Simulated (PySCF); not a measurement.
# Worked example: oscillator strength and radiative lifetime

Ge(F)2(SH)2 (F₂GeH₂S₂), SMILES [F][Ge]([F])([SH])[SH].

Geometry: ωB97X-D3(BJ)/def2-SVP. This is a generated structure with no PubChem entry under its InChIKey; it may be hypothetical. Other conformers were not sampled.

TDA-B3LYP/def2-SVPD (PySCF) puts the first singlet state with f over 0.02 at 5.28 eV (vertical), with the transition dipole (-0.422, 0.266, 0.000) in atomic units.

Task: Find the oscillator strength, the wavelength and the radiative lifetime that this transition would have in vacuum if emission retraced absorption.

Result: 
|μ|² = 0.2488 au, so |μ| = 1.27 D. ΔE = 5.28/27.211 = 0.1940 hartree. f = (2/3) ΔE |μ|² = 0.032 (the program prints 0.032).
λ = 1239.84/5.28 = 235 nm; ν = 42586 cm⁻¹.
Einstein's coefficient A = 0.6670 ν² f s⁻¹ (ν in cm⁻¹) = 3.9e7 s⁻¹, so τ = 1/A = 26 ns. This state is S1. The figure is the radiative limit of this one transition; relaxation, internal conversion, crossing to triplets and a medium change what is measured.
